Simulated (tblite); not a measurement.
Species: C7H8ClO (doublet state).
Numbering: `[CH2:1]=[C:2][C@@H:3]([CH3:4])[C@@H:5]1[O:6]/[C:7]1=[CH:8]/[Cl:9]` (hydrogens: H10, H11 on C1; H12 on C3; H13, H14, H15 on C4; H16 on C5; H17 on C8)

Geometry (GFN2-xTB, Å), atoms numbered from 1 in this order:
```
atom  x, y, z in Å
C1    -1.8230    1.3190   -0.4877
C2    -1.5675    0.2238    0.1474
C3    -0.5002   -0.7112    0.4970
C4    -0.9021   -2.1580    0.1829
C5     0.7806   -0.3610   -0.2594
O6     2.0321   -0.7278    0.3497
C7     1.7301    0.5816    0.2636
C8     2.2061    1.7591    0.5796
Cl9    1.3273    3.1972    0.2071
H10   -1.0696    1.9156   -1.0066
H11   -2.8188    1.7351   -0.5340
H12   -0.2913   -0.6235    1.5710
H13   -1.7700   -2.4388    0.7733
H14   -0.0819   -2.8322    0.4173
H15   -1.1510   -2.2579   -0.8714
H16    0.7422   -0.5248   -1.3327
H17    3.1499    1.9157    1.0729
```

All values are computed: GFN2-xTB (tblite) harmonic vibrations without scaling, gas phase. Against measured fundamentals such values can be off by several per cent, at times by over 20. One conformer, not necessarily the lowest. Open shells enter through the occupations alone, without spin polarisation, and single modes of such species can be off by tens of per cent.

Harmonic wavenumbers (cm⁻¹): 42.8, 56.4, 81.0, 122.2, 187.6, 194.2, 215.6, 272.3, 330.8, 374.9, 419.7, 435.5, 522.4, 548.3, 726.2, 755.4, 851.6, 855.4, 874.5, 904.1, 965.9, 1019.5, 1060.6, 1077.6, 1103.3, 1114.3, 1148.0, 1210.2, 1228.9, 1266.5, 1331.0, 1366.8, 1401.7, 1489.2, 1492.7, 1814.9, 1915.7, 2861.0, 2911.3, 3005.4, 3038.8, 3042.7, 3047.4, 3051.0, 3098.1.

A = 2069, B = 948.4, C = 676.4 MHz; mass 143.026 u (most abundant isotopes); point group C1, symmetry number 1; spin multiplicity 2.

Problem. Zero-point energy?

Solution. ½Σν̃ = 27417 cm⁻¹ = 78.39 kcal/mol.

Problem. Give the ideal-gas entropy at 298.15 K and 1 bar in the rigid-rotor, harmonic-oscillator model (classical rotation).

Solution. Translation 40.81, rotation 29.87, vibration 31.71, spin (R ln 2) 1.38: S = 103.8 cal/(mol K).

Problem. And Cp and H(298.15 K) − H(0)?

Solution. Cp = 38.29 cal/(mol K), of which vibrations give 30.34 (their classical limit is 45 R = 89.4); H(298.15 K) − H(0) = 7.19 kcal/mol without the zero-point energy, 4.82 from vibrations.

Problem. What must be added to the electronic energy to get the Gibbs energy at 298.15 K and 1 bar?

Solution. ZPE + [H(298.15 K) − H(0)] − T·S = 78.39 + 7.19 − 30.94 = 54.64 kcal/mol.

Problem. How do the functions run with temperature in this model?

Solution. 
| T (K) | S (cal/(mol K)) | Cp (cal/(mol K)) | H − H(0) (kcal/mol) | G − H(0) (kcal/mol) | ln q(vib) |
| --- | --- | --- | --- | --- | --- |
| 100 | 73.5 | 20.0 | 1.38 | -5.97 | 2.14 |
| 200 | 90.4 | 29.4 | 3.87 | -14.21 | 5.08 |
| 300 | 104.0 | 38.5 | 7.26 | -23.94 | 7.87 |
| 500 | 127.5 | 54.2 | 16.61 | -47.16 | 13.14 |
| 800 | 156.6 | 69.0 | 35.30 | -89.94 | 20.37 |
| 1000 | 172.7 | 75.4 | 49.78 | -122.90 | 24.74 |

q(vib) and H(0) count from the zero-point level.

Problem. Which modes carry the vibrational entropy at 298.15 K?

Solution. 42.8 cm⁻¹: 5.13; 56.4 cm⁻¹: 4.58; 81.0 cm⁻¹: 3.87; 122.2 cm⁻¹: 3.07; 187.6 cm⁻¹: 2.25; 194.2 cm⁻¹: 2.19 cal/(mol K); the other 39 give 10.64 together.

Problem. Blend soft modes into free rotors: weight 1/[1 + (100 cm⁻¹/ν̃)⁴] for the oscillator and the rest for a rotor with moment μB/(μ + B), μ = h/(8π²ν), B = 10⁻⁴⁴ kg m². What vibrational entropy results?

Solution. 28.61 cal/(mol K) in place of 31.71, which changes −T·S at 298.15 K by +0.92 kcal/mol.

Hindered rotation and anharmonicity are outside this model. Other conformers, if any are populated, would add a mixing term that is left out. The structure is chiral; the term R ln 2 for an equal mix with its mirror image is left out.
